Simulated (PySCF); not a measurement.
# Static response to an electric field

CH11GeNSi2.
Cartesian coordinates in Å at the PBE0-D3(BJ)/def2-SVP level; atoms count from 1:
```xyz
16
CH11GeNSi2 angstrom
C     -1.8080   -0.5947    0.6501
N     -0.7659   -1.4942    0.2138
Ge     0.0939   -1.1817   -1.3883
Si     1.3168    0.8297   -1.0040
Si     1.9618    0.7432    1.2493
H     -2.0552   -0.7680    1.7109
H     -2.7532   -0.6526    0.0723
H     -1.4555    0.4488    0.5809
H     -1.0022   -2.4696    0.3703
H     -0.8750   -1.0949   -2.5994
H      1.0398   -2.3803   -1.5966
H      2.5191    0.8951   -1.8939
H      0.4802    2.0447   -1.2631
H      2.8964    1.8635    1.5847
H      2.6591   -0.5512    1.5173
H      0.7615    0.8515    2.1324
```

Level: CAM-B3LYP/def2-SVPD (PySCF), static field, nuclei fixed, core orbitals frozen in the response. The polarisability tensor in these axes (au):

```
x   113.63  10.93   5.16
y    10.93 109.58   6.88
z     5.16   6.88 119.36
```

Task: Diagonalise the tensor; give its mean and Δα, where Δα² is half the sum of the squared differences of the eigenvalues.

Result: Principal values 100.24, 112.69 and 129.63 au; mean 114.19 au = 16.92 Å³ = 18.83 × 10⁻⁴⁰ C²·m²/J; Δα = 25.55 au (22 % of the mean).

Task: What is the dipole moment, and where does it point?

Result: (-0.88, -0.46, -0.13) D, 1.00 D in size, pointing from the negative to the positive side. Measured along this direction, the outermost atoms are H14 at the negative end and H7 at the positive end.

Task: In a dilute gas of rigid molecules at 500 K, how does the orientational term μ²/3kT compare with the electronic polarisability?

Result: In Gaussian units μ²/3kT = 4.82 Å³ against 16.92 Å³, a ratio of 0.29; the Debye molar polarisation (4π/3)N_A(α + μ²/3kT) is 54.8 cm³/mol, leaving out the vibrational part.

Task: What molar refraction does this α imply?

Result: Lorentz–Lorenz: R = (4π/3)N_A α = 2.5225 cm³/(mol·Å³) × 16.92 Å³ = 42.7 cm³/mol, in the limit of long wavelengths.

Task: Give the eigenvalues of the traceless quadrupole moment Θ = ½Σq(3rr − r²1), origin at the centre of nuclear charge.

Result: -4.49, 0.62, 3.87 D·Å. The values depend on the origin, since the dipole doesn't vanish. The electronic extent ⟨r²⟩ about the same centre is 1325 bohr², a root-mean-square distance of 2.10 Å for the 84 electrons.

One conformer (not necessarily the lowest) at the PBE0-D3(BJ)/def2-SVP geometry, without solvent, vibrations or thermal averaging. The calculation is non-relativistic, for germanium too.
